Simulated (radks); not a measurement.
Values are calculated unless marked as measured or tabulated.
Successive ionisation energies (eV) of one element, from differences of total energies of ions in their ground configurations, starting at charge 22: 998.31, 1185.5, 1244.3, 1303.8, 1363.9, 1424.4, 1485.2, 1628.8, 1687.3, 4054.3, 4227.1, 4402.1, 4579.1, 4757.6, 4937.1, 5278.3, 5424.3, 22744, 23341. Code: a radial shooting solver on a logarithmic mesh with Libxc functionals. Model: scalar-relativistic Kohn-Sham, PBE, spin-unpolarised, spherical densities, point nucleus. Which element is it?

Answer. Niobium (Z = 41). The first species listed is Nb22+ in [Ar] 3d1, the last Nb40+ in 1s1.
